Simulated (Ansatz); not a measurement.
Isomers of C2H6AlNSi, relaxed with PBE0-D4/def2-TZVP in Ansatz; electronic energies, one conformer each and not always the lowest. Functionals use def2-TZVPP; CBS adds triple-zeta CCSD(T) − MP2 to the MP2 limit of def2-TZVPP and def2-QZVPP.

Problem. Order them by energy at frozen-core CCSD(T)/CBS, lowest first. (Best estimate.)
A. `NC1=[CH][AlH][SiH2]1`
B. `[AlH2][NH]C#C[SiH3]`
C. `[CH3][Al]1[N]=C[SiH2]1`

Solution. C (0.0 kcal/mol), A (7.2 kcal/mol), B (9.1 kcal/mol).

Problem. How do MP2/CBS(def2), r2SCAN-D4, B2PLYP, HF/CBS(def2) place them (kcal/mol, against `[CH3][Al]1[N]=C[SiH2]1`)? (Estimate.)

Solution. The calculation gave: 
```csv
isomer,MP2/CBS(def2),r2SCAN-D4,B2PLYP,HF/CBS(def2)
`[AlH2][NH]C#C[SiH3]`,6.1,10.6,6.1,-1.1
`NC1=[CH][AlH][SiH2]1`,5.9,4.7,7.4,8.2
```
